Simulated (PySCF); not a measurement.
## HgS⁺: from constants to spectrum

ROHF-CCSD(T) constants of HgS⁺, ²Π (doublet), unpaired electrons π ↑ (PySCF, scalar-relativistic core potentials, basis sets Hg def2-SVP with ECP60, S def2-SVP; masses 201.9706 and 31.9721 u):

| Quantity | Value |
| --- | --- |
| ωe | 290.8 cm⁻¹ |
| ωexe | 1.33 cm⁻¹ |
| Be | 0.10703 cm⁻¹ |
| αe | 0.000627 cm⁻¹ |
| D (centrifugal) | 5.8e-08 cm⁻¹ |
| De to Hg + S⁺ | 1.11 eV |

Give the vibrational terms G(v) and spacings up to v = 6.

G(v) = ωe(v+½) − ωexe(v+½)².

```tsv
v	G(v) (cm⁻¹)	G(v) − G(v−1)	Bv (cm⁻¹)
0	145.1		0.1067
1	433.2	288.1	0.1061
2	718.7	285.5	0.1055
3	1001.5	282.8	0.1048
4	1281.7	280.2	0.1042
5	1559.2	277.5	0.1036
6	1834.0	274.8	0.1030
```

A state of this spin cannot dissociate to the ground-state fragments, so its own limit lies higher than the one that De refers to.

Correlated steps freeze 5 core orbitals. Correlated levels converge slowly with the basis: in double zeta they bind strong bonds too weakly, by up to about 1 eV, and carry superposition errors of some tenths. Spin–orbit coupling is left out, which matters for elements this heavy, above all for dissociation energies. For an ion De counts to the pair picked by the measured ionisation energies or electron affinities, which need not be the lowest pair at this level. The state was picked by a PBE0 search and need not be the measured ground state.
